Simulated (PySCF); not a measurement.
Zn(SH) (HSZn), SMILES [SH][Zn+], charge +1.

Coordinates come from a B3LYP-D3(BJ)/def2-TZVP optimisation. The multiplicity is an assumed one; other spin states were not compared. The isomer is the one that the SMILES or the coordinates give; other isomers of the formula were not compared.

All values below come from B3LYP-D3(BJ)/def2-TZVP run with PySCF.

Frequencies are harmonic and unscaled.

| mode | ν (cm⁻¹) | IR (km/mol) | moving atoms (share of kinetic energy) |
|---|---|---|---|
| 1 | 380 | 0.1 | S 64 %, Zn 34 % |
| 2 | 708 | 8.6 | H 94 % |
| 3 | 2621 | 32.6 | H 97 % |
